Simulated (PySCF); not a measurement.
The vertical singlet excitations below were computed for one of the candidates. Level of theory: PySCF 2.14.0, density-fitted response routines, TDDFT B3LYP/def2-SVPD, vertical, gas phase, core orbitals frozen in the response. Geometries: GFN2-xTB, one conformer each.

```
state  λ (nm)       f
   S1   503.7  0.0023
   S2   356.3   0.026
   S3   235.9  0.0010
   S4   230.8   0.222
   S5   227.6   0.016
   S6   217.8   0.015
   S7   215.4  0.0037
   S8   211.1   0.027
```

Triplets computed (Tamm–Dancoff): 2.03, 3.11, 3.35 eV.

Orbital energies (eV): HOMO-3 -8.97, HOMO-2 -7.93, HOMO-1 -6.76, HOMO -6.12, LUMO -2.36, LUMO+1 -0.05, LUMO+2 0.09.

Question: Which candidate is it?
A. `C=CS[SiH2]SCC`
B. `[SiH2]([Si@H](O)CCO)S`
C. `CC(=S)CSC[SiH3]`

Answer: C. Its S1, at 2.46 eV, is the lowest among the candidates; the nearest of the others has S1 at 5.07 eV. S1 is HOMO→LUMO (97%). S1 has the pattern of n→π* at C=S. At the same level the other candidates give, for their lowest levels:
- `OCC[Si@@H](O)[SiH2]S`: 243 nm (f 0.018); 230 nm (f 0.007); 211 nm (f 0.006); 200 nm (f 0.005); 197 nm (f 0.009); T1 4.78 eV; HOMO -6.74, LUMO -0.69 eV
- `C=CS[SiH2]SCC`: 245 nm (f 0.004); 242 nm (f 0.003); 239 nm (f 0.009); 224 nm (f 0.006); 220 nm (f 0.181); T1 3.96 eV; HOMO -6.48, LUMO -0.50 eV

The values belong to the conformer `[CH3:1][C:2](=[S:3])[CH2:4][S:5][CH2:6][SiH3:7]`: C1–C2–C4–S5 -80°, C2–C4–S5–C6 -76°, C4–S5–C6–Si7 172°.
